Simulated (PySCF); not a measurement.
Compound: 2-ethoxypentane, C₇H₁₆O.
Atom-mapped SMILES: `[CH3:1][CH2:2][CH2:3][C@@H:4]([CH3:5])[O:6][CH2:7][CH3:8]` (hydrogens: H9, H10, H11 on C1; H12, H13 on C2; H14, H15 on C3; H16 on C4; H17, H18, H19 on C5; H20, H21 on C7; H22, H23, H24 on C8)

The same species was optimised twice, with GFN2-xTB and with PBE0-D3(BJ)/def2-SVP (PySCF), and the same property calculations (PySCF, gas phase) were run on both structures.

```tsv
coordinate	GFN2-xTB	PBE0-D3(BJ)/def2-SVP	change
C7–C8 (Å)	1.529	1.518	-0.011
C4–C5 (Å)	1.532	1.521	-0.011
C3–C4 (Å)	1.531	1.520	-0.011
C4–O6 (Å)	1.421	1.414	-0.007
O6–C7 (Å)	1.409	1.403	-0.006
C2–C3 (Å)	1.527	1.521	-0.006
C1–C2 (Å)	1.523	1.520	-0.003
C1–C2–C3 (°)	111.8	113.3	+1.5
C3–C4–C5 (°)	111.0	112.4	+1.4
C2–C3–C4 (°)	112.3	113.7	+1.4
O6–C7–C8 (°)	113.1	112.7	-0.4
C3–C4–O6 (°)	107.7	107.4	-0.3
C4–O6–C7 (°)	115.9	115.8	-0.1
C5–C4–O6 (°)	110.6	110.5	-0.1
C1–C2–C3–C4 (°)	179	177	-2
C2–C3–C4–C5 (°)	173	176	+3
C3–C4–O6–C7 (°)	150	151	+1
C4–O6–C7–C8 (°)	-82	-85	-3
```

Rotational constants: A = 2464, B = 1213, C = 888.1 MHz (GFN2-xTB) against A = 2480, B = 1215, C = 889.4 MHz (PBE0-D3(BJ)/def2-SVP). Point groups within 0.08 Å: C1 and C1.

On the GFN2-xTB structure: HOMO (eV) -7.13 [PBE0/pcSseg-1]; LUMO (eV) 1.50 [PBE0/pcSseg-1]; dipole (D) 1.24 [PBE0/pcSseg-1]; GIAO shielding of C1 (ppm) 170.0 [PBE0/pcSseg-1]; GIAO shielding of C2 (ppm) 161.8 [PBE0/pcSseg-1]; GIAO shielding of C3 (ppm) 142.3 [PBE0/pcSseg-1]; GIAO shielding of C4 (ppm) 110.6 [PBE0/pcSseg-1]; GIAO shielding of C5 (ppm) 165.2 [PBE0/pcSseg-1]; GIAO shielding of O6 (ppm) 268.7 [PBE0/pcSseg-1]; GIAO shielding of C7 (ppm) 121.2 [PBE0/pcSseg-1]; GIAO shielding of C8 (ppm) 170.7 [PBE0/pcSseg-1].

Q: What do these properties become on the PBE0-D3(BJ)/def2-SVP structure?

A: 
```json
{"property": "HOMO (eV)", "level": "PBE0/pcSseg-1", "on GFN2-xTB": "-7.13", "on PBE0-D3(BJ)/def2-SVP": "-7.19", "change": "-0.06"}
{"property": "LUMO (eV)", "level": "PBE0/pcSseg-1", "on GFN2-xTB": "1.50", "on PBE0-D3(BJ)/def2-SVP": "1.46", "change": "-0.04"}
{"property": "dipole (D)", "level": "PBE0/pcSseg-1", "on GFN2-xTB": "1.24", "on PBE0-D3(BJ)/def2-SVP": "1.23", "change": "-0.01"}
{"property": "energy, GFN2-xTB geometry as zero (kcal/mol)", "level": "PBE0/pcSseg-1", "on GFN2-xTB": "0.0", "on PBE0-D3(BJ)/def2-SVP": "-0.7", "change": "-0.7"}
{"property": "GIAO shielding of C1 (ppm)", "level": "PBE0/pcSseg-1", "on GFN2-xTB": "170.0", "on PBE0-D3(BJ)/def2-SVP": "168.2", "change": "-1.8"}
{"property": "GIAO shielding of C2 (ppm)", "level": "PBE0/pcSseg-1", "on GFN2-xTB": "161.8", "on PBE0-D3(BJ)/def2-SVP": "161.4", "change": "-0.4"}
{"property": "GIAO shielding of C3 (ppm)", "level": "PBE0/pcSseg-1", "on GFN2-xTB": "142.3", "on PBE0-D3(BJ)/def2-SVP": "142.1", "change": "-0.2"}
{"property": "GIAO shielding of C4 (ppm)", "level": "PBE0/pcSseg-1", "on GFN2-xTB": "110.6", "on PBE0-D3(BJ)/def2-SVP": "111.9", "change": "+1.3"}
{"property": "GIAO shielding of C5 (ppm)", "level": "PBE0/pcSseg-1", "on GFN2-xTB": "165.2", "on PBE0-D3(BJ)/def2-SVP": "164.0", "change": "-1.2"}
{"property": "GIAO shielding of O6 (ppm)", "level": "PBE0/pcSseg-1", "on GFN2-xTB": "268.7", "on PBE0-D3(BJ)/def2-SVP": "270.6", "change": "+1.9"}
{"property": "GIAO shielding of C7 (ppm)", "level": "PBE0/pcSseg-1", "on GFN2-xTB": "121.2", "on PBE0-D3(BJ)/def2-SVP": "121.6", "change": "+0.4"}
{"property": "GIAO shielding of C8 (ppm)", "level": "PBE0/pcSseg-1", "on GFN2-xTB": "170.7", "on PBE0-D3(BJ)/def2-SVP": "169.0", "change": "-1.7"}
```

The heavy atoms differ by 0.027 Å rms after alignment. Among bonds between heavy atoms C3–C4, C4–C5 and C7–C8 change most and about equally (-0.011 Å). Changes are differences of the printed values. Neither structure is proved a minimum here.

Shape of the structure used: `[CH3:1][CH2:2][CH2:3][C@@H:4]([CH3:5])[O:6][CH2:7][CH3:8]`: C1–C2–C3–C4 177°, C2–C3–C4–C5 176°, C3–C4–O6–C7 151°, C4–O6–C7–C8 -85°.
